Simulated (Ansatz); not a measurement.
(BeO)4 ring (Be4O4). Total charge 0; singlet. Geometry B3LYP-D4/def2-SVP, basis def2-TZVP, Ansatz.

```tsv
run	HOMO (eV)	LUMO (eV)
A	-8.66	-0.82
B	-7.19	-1.36
C	-10.82	-0.05
D	-8.41	-1.13
E	-6.88	-1.88
F	-6.77	-1.85
```

**Question.** The runs used BLYP, PBE, PBE0, r2SCAN, r2SCAN0, ωB97M-V. Estimate which is which.

**Answer.** A r2SCAN0 (25 % exact exchange); B r2SCAN (0 % exact exchange); C ωB97M-V (range-separated); D PBE0 (25 % exact exchange); E PBE (0 % exact exchange); F BLYP (0 % exact exchange). Exact exchange lowers occupied and raises empty levels; among semilocal functionals meta-GGAs tend to open the gap a little, and such runs are hard to tell apart. The gap grows from 4.91 eV (BLYP) to 10.77 eV (ωB97M-V).
